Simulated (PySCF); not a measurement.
Compound: ClGe₂H₅O.
SMILES with atom numbers: `[Cl:1][GeH2:2][O:3][GeH3:4]` (hydrogens: H5, H6 on Ge2; H7, H8, H9 on Ge4)

Method used: EOM-IP-CCSD/aug-cc-pVDZ in PySCF, restricted Hartree–Fock reference, frozen core, non-relativistic, gas phase, PBE0-D3(BJ)/def2-SVP geometry.

Hartree–Fock orbital energies give these Koopmans values (eV): HOMO 11.83, HOMO-1 12.45, HOMO-2 12.54, HOMO-3 12.57, HOMO-4 13.45, HOMO-5 13.66, HOMO-6 15.15, HOMO-7 15.46.

Q: What vertical ionisation energies does EOM-IP-CCSD give?

A: 
```
leading hole (HF orbital)  Koopmans (eV)  EOM-IP-CCSD (eV)  change (eV)  one-hole share
                     HOMO          11.83             10.60        -1.23            0.94
                   HOMO-1          12.45             11.16        -1.29            0.94
                   HOMO-3          12.57             11.51        -1.06            0.95
                   HOMO-2          12.54             11.68        -0.86            0.95
                   HOMO-4          13.45             12.58        -0.87            0.95
                   HOMO-5          13.66             12.78        -0.88            0.94
                   HOMO-6          15.15             13.83        -1.32            0.94
                   HOMO-7          15.46             14.05        -1.41            0.94
```

Q: Does the order of the lines follow the orbital energies?

A: No: the HOMO-3 hole (11.51 eV) falls below the HOMO-2 hole (11.68 eV). The corrections run from -1.41 to -0.86 eV, with a mean of -1.11 eV over the 8 lines; no line lies above its Koopmans value. Koopmans values leave out both the relaxation of the orbitals and the change in correlation energy.

Q: At what kinetic energies would He I light (21.22 eV) eject these electrons?

A: 10.62 eV (HOMO), 10.06 eV (HOMO-1), 9.71 eV (HOMO-3), 9.54 eV (HOMO-2), 8.64 eV (HOMO-4), 8.44 eV (HOMO-5), 7.39 eV (HOMO-6), 7.17 eV (HOMO-7).

One root was sought for each valence orbital with −ε under 21 eV, eight at most, so deeper holes and satellites are missing; no vibrational structure.

The values belong to the conformer `[Cl:1][GeH2:2][O:3][GeH3:4]`: Cl1–Ge2–O3–Ge4 -5°.
